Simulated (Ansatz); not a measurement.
Input for Ansatz (an electronic-structure program): U-r2SCAN/def2-TZVPP on ClGeH3 (SMILES [Cl][GeH3]), a point of a bond scan (R = 1.533 Å).

Ansatz 0.2 input:
```yaml
crystal:
  periodic: [false, false, false]
  atoms:
    - {symbol: Ge, position_ang: [-0.68437382, 0.03163627, 0.00355747]}
    - {symbol: Cl, position_ang: [1.48817264, -0.06879314, -0.00773572]}
    - {symbol: H, position_ang: [-1.06958507, 1.46669244, -0.37372973]}
    - {symbol: H, position_ang: [-1.14315274, -0.32666519, 1.42174700]}
    - {symbol: H, position_ang: [-1.18623477, -0.98290436, -1.03034895]}
basis:
  gaussian:
    orbitals: def2-TZVPP
hamiltonian:
  xc: {name: r2SCAN}
magnetization: {spin_polarized: true, initial_magnetization: 0}
```

Output:

```
WARN ansatz: RAYON_NUM_THREADS=1 ignored (pool sized by the plan → 1); use --threads N
Functional definition: r2SCAN
integrals: 0.05 GiB planned
829 factors; their error is unknown
mean field: 0.48 GiB planned
mean field evaluation 1: about -69089.3982 eV, gradient 1.5e1 eV
mean field evaluation 2: about -69089.4528 eV, gradient 1.7e1 eV
mean field evaluation 4: about -69089.9636 eV, gradient 8.2e-1 eV
mean field evaluation 8: about -69089.9498 eV, gradient 4.4e-2 eV
mean field -69089.94976078 eV, -2539.0088228587 hartree, gradient 3.9e-5 eV, S^2 0.000000; 0 other end points of the search recorded, 0 dependent functions left out
reference -69089.94977125 eV, -2539.0088232436 hartree; 26, 26 occupied and 106, 106 virtual orbitals, 829 factors
Total energy: -69089.94977125 eV, -2539.0088232436 hartree
```

The calculation finished and met its thresholds.

Cost: about 5 core-seconds (a rough figure).
